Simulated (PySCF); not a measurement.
[Ag(edt)Br2]2-, C₂H₂AgBr₂S₂ (charge -2 and doublet state).
Bonds: Ag1–S2, Ag1–S5, Ag1–Br8, Ag1–Br9, S2–C3, C3–C4, C4–S5. Hydrogens: H6 on C3; H7 on C4.

Computed, not measured: PySCF, PBE0-D3(BJ)/def2-SVP geometry optimisation, gas phase, def2 core potentials past Kr.

List the bond lengths, angles and torsions at this level.

| bond | length (Å) |
| --- | --- |
| Ag1–S2, Ag1–S5 | 2.484 |
| Ag1–Br8, Ag1–Br9 | 2.688 |
| S2–C3, C4–S5 | 1.747 |
| C3–C4 | 1.351 |
| C3–H6, C4–H7 | 1.101 |

Bonds in one row agree within 0.01 Å and their mean is given. A selection of angles:
| angle | degrees |
| --- | --- |
| S2–Ag1–S5 | 85.5 |
| S2–Ag1–Br8 | 173.9 |
| S2–Ag1–Br9 | 88.7 |
| Br8–Ag1–Br9 | 97.3 |
| Ag1–S2–C3 | 101.9 |
| S2–C3–C4 | 125.4 |
| S2–C3–H6 | 115.8 |
| C4–C3–H6 | 118.9 |

Dihedral angles: S5–Ag1–S2–C3 0° (synperiplanar); S2–Ag1–S5–C4 0° (synperiplanar); Ag1–S2–C3–C4 0° (synperiplanar); S2–C3–C4–S5 0° (synperiplanar); C3–C4–S5–Ag1 0° (synperiplanar).

C3 (carbon bonded to C, S and H) is planar (angles 125.4°, 118.9° and 115.8°, sum 360.0°, 0.00 Å off the plane of its three neighbours). Ag1 (silver bonded to 2 Br and 2 S) is square planar (angles from 85.5° to 174.0°).

No frequency check. ⟨S²⟩ = 0.755 (exact for a doublet: 0.75). Whether so highly charged an anion holds all its electrons in the gas phase wasn't checked; a finite basis holds them in any case. The ion is multiply charged and computed without counter-ions or solvent. The geometry's basis has no diffuse functions, a weakness for an anion.

For an open-shell metal species like this, the optimisation's SCF solution wasn't tested for stability and no frequencies at its level were run, so a lower state or another shape may exist.
